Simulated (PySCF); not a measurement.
trans-(1R,2R)-1-ethenyl-2-methylcyclopropane (C6H10), SMILES [C@H]1([C@H](C)C1)C=C.

Geometry optimised at B3LYP-D3(BJ)/def2-SVP. The values are those of a single conformer.

The numbers are results of SMD-ωB97X/def2-SVP (PySCF), not measurements.

Solvation free energies are E(SMD) − E(gas) at the gas-phase geometry, for 1 M in both phases. In vacuum the dipole moment is 0.42 D.

Computed solvation free energies in water, acetonitrile, dichloromethane:
```tsv
solvent	ΔG(solv) (kcal/mol)	its non-electrostatic (CDS) part	dipole (D)
water	0.8	3.4	0.58
acetonitrile	-4.0	-1.4	0.58
dichloromethane	-4.9	-2.7	0.55
```
